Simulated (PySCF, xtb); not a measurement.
HgI, SMILES [I][Hg] (connectivity only; charge and spin as stated), neutral, multiplicity 2.

Harmonic wavenumbers (cm⁻¹) from xtb with GFN2-xTB at its own minimum, in rising order: 85.

Q: What does PBE-D3(BJ)/def2-TZVP (PySCF) give at its own minimum? (An estimate is asked for; the answer gives what the named calculation found.)

A: 117. Paired by order, the mean absolute difference is 32 cm⁻¹ and the zero-point energies are 0.1 and 0.2 kcal/mol.
